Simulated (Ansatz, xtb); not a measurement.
## C5H7NO3: 9 structures ranked

9 gas-phase structures of C5H7NO3, from a drawn sample of its isomers (lower ones may exist). Each was relaxed with GFN2-xTB; where two conformers were screened, the lower at r2SCAN-D4/def2-SVP is listed:

A. `N/C(O)=C1/CC(=O)CO1`, a singlet
B. `[H]/N=C(/O)[C@@H]1CC(=O)CO1`, a singlet
C. `NC(=O)[C@@H]1C=C(O)CO1`, a singlet
D. `[H]/N=C(/O)[C@@H]1C=C(O)CO1`, a singlet
E. `NC(=O)[C@@H]1CC(O)=CO1`, a singlet
F. `NC(=O)[C@@H]1CC(=O)CO1`, a singlet
G. `N/C(O)=C1\CC(=O)CO1`, a singlet
H. `[H]/N=C(/O)[C@@H]1CC(O)=CO1`, a singlet
I. `[H]/N=C(\O)[C@@H]1C=C(O)CO1`, a singlet

Task: Make a reasoned guess at their ranking by r2SCAN-D4/def2-SVP single-point energy.

Result: Calculated order at r2SCAN-D4/def2-SVP: F (0.0), C (12.5), E (14.5), B (16.3), D (28.5), G (28.6), A (28.9), H (30.7), I (34.8) kcal/mol. Less than 1 kcal/mol parts D and G; G and A, so the order within those pairs means little.

Energies above the lowest of each column, in kcal/mol; the last columns are at PBE0-D3(BJ)/def2-SVP geometries and were run for some of them only (a dash: not run or not comparable):

```
structure  GFN2-xTB  HF/STO-3G  r2SCAN-D4/def2-SVP  PBE0-D3(BJ)/def2-SVP  CCSD(T)/def2-SVP + ΔMP2/def2-TZVPP
        F       0.0        0.0                 0.0                   0.0                                 0.0
        C       8.8       19.8                12.5                  12.0                                10.6
        E       6.5       17.4                14.5                  13.5                                12.9
        B      11.0        6.7                16.3                  15.9                                11.9
        D      19.4       25.5                28.5                     –                                   –
        G      16.2       16.5                28.6                     –                                   –
        A      16.7       16.7                28.9                     –                                   –
        H      17.2       23.6                30.7                     –                                   –
        I      22.9       31.4                34.8                     –                                   –
```

Every level run on F puts it lowest or level with the lowest. CCSD(T)/def2-SVP + ΔMP2/def2-TZVPP orders those it was run on as F (0.0), C (10.6), B (11.9), E (12.9) kcal/mol. Less than 1 kcal/mol parts B and E, so the order within that pair means little. Flexible structures stand in one conformer each, not always the lowest. Frequencies (GFN2-xTB) were run for B, C, E, F alone. The ΔMP2 step shifts differences by up to 3.1 kcal/mol, which makes them less sure. ΔMP2 is the change of the MP2 energy from the smaller to the larger basis.

Over these structures GFN2-xTB departs from r2SCAN-D4/def2-SVP by 3.7 kcal/mol on average once a common shift is removed. A GFN2-xTB relaxation took about 0.13 s and the r2SCAN-D4/def2-SVP energy about 2.6 s on a shared host (Ansatz 0.2.0, xtb 6.7.1).
